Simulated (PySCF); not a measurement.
# Low-lying terms of P(5+) (phosphorus, charge +5)

Ground state [Ne], ¹S. Calculation: PySCF 2.14, in aug-cc-pwCVTZ with one added diffuse shell each of s, p, d, f type (9s8p6d4f, 91 functions); no relativity, point nucleus. Vertical excitation energies in eV without spin-orbit coupling; excited terms of each kind are numbered among those the solver found. Frozen: nothing.

| term | leading excitation | EOM-EE-CCSD |
| --- | --- | --- |
| 1 3P° | 2p → s | 135.13 |
| 1 1P° | 2p → s | 136.33 |
| 1 3S | 2p → p | 144.85 |
| 1 3D | 2p → p | 146.84 |
| 1 1D | 2p → p | 147.68 |
| 1 1P | 2p → p | 147.88 |
| 1 3P | 2p → p | 147.92 |
| 1 1S | 2p → p | 153.62 |
| 2 3P° | 2p → d | 161.81 |
| 1 3F° | 2p → d | 162.47 |
| 1 1F° | 2p → d | 162.95 |
| 1 1D° | 2p → d | 163.40 |
| 2 3S | 2p → p | 181.90 |
| 2 1D | 2p → p | 183.06 |

The solver can miss terms.
